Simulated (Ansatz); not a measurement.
AsH2(tBu) (C4H11As), relaxed as a singlet with RKS PBE-D4/def2-SVP in Ansatz, starting from the GFN2-xTB geometry. Force threshold 0.02 eV/Å.

Start:

Cartesian coordinates in Å:
```
As 0.614 1.176 1.597
H -0.788 1.258 2.137
H 0.851 -0.032 2.462
C 0.080 0.094 -0.022
C 1.352 -0.451 -0.666
C -0.630 1.028 -0.999
C -0.843 -1.058 0.354
H 1.119 -1.027 -1.562
H 2.018 0.366 -0.948
H 1.884 -1.101 0.031
H 0.020 1.861 -1.272
H -1.537 1.434 -0.547
H -0.909 0.499 -1.910
H -1.748 -0.685 0.835
H -0.345 -1.742 1.042
H -1.136 -1.621 -0.533
```

```csv
step,energy (eV),largest force component (eV/Å),SCF passes
1,-65143.0378,0.733,20
2,-65143.1365,0.254,20
3,-65143.1459,0.053,20
4,-65143.1463,0.022,21
5,-65143.1464,0.035,21
6,-65143.1465,0.002,21
```

Force components are those of the run's own axes.

End:

```xyz
16

As    0.6175    1.1910    1.5891
H    -0.8094    1.2877    2.1694
H     0.9339   -0.0289    2.4801
C     0.0702    0.0858   -0.0284
C     1.3655   -0.4507   -0.6558
C    -0.6367    1.0438   -0.9988
C    -0.8585   -1.0695    0.3591
H     1.1339   -1.0218   -1.5819
H     2.0612    0.3676   -0.9343
H     1.9027   -1.1371    0.0310
H     0.0110    1.8988   -1.2831
H    -1.5725    1.4532   -0.5651
H    -0.9108    0.5074   -1.9340
H    -1.7947   -0.7051    0.8284
H    -0.3718   -1.7676    1.0700
H    -1.1415   -1.6543   -0.5456
```

By distances, no bond broke or formed. The bond that changes most is As1–H2, from 1.50 to 1.54 Å (atoms count from 1).

No frequencies were taken in this run, so the end may be a saddle point.

Hardware: 4 threads of Intel Xeon Platinum 8259CL on a shared host. Wall time 11 s.
